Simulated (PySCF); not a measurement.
Co(19+): ionisation energy

Co(19+) [He] 2s2 2p4 [2p1/2^2 2p3/2^2, M_J = 2] → Co(20+) [He] 2s2 2p3 [2p1/2^2 2p3/2^1, M_J = 3/2], as a difference of total energies. All numbers are calculated (PySCF 2.14, the two-component X2C-1e Hamiltonian, in an even-tempered Gaussian basis (18 s from 4.6 bohr⁻², ratio 2.4; 11 p from 6 bohr⁻², ratio 2.4; 5 d from 25 bohr⁻², ratio 2.6; 5 f from 37 bohr⁻², ratio 2.6)). Correlated levels: nothing frozen; the 30 highest virtual spinors dropped. "Screened" scales the spin-orbit matrix elements by Boettger's factors to mimic the two-electron term; Breit and QED terms are absent.

```csv
method,ionisation energy (eV)
GHF (spin-free),1599.2
GMP2 (spin-free),1600.8
GHF (screened spin-orbit),1603.7
GMP2 (screened spin-orbit),1605.0
```

The labels give the starting determinants; with spin-orbit coupling the two ends relaxed to ⟨J²⟩ = 6.00, ⟨L²⟩ = 2.45, ⟨S²⟩ = 1.77 and ⟨J²⟩ = 3.76, ⟨L²⟩ = 0.26, ⟨S²⟩ = 3.41.

For comparison: 1606 ± 4 eV (semi-empirical (NIST evaluation); NIST Atomic Spectra Database, ionization energies).
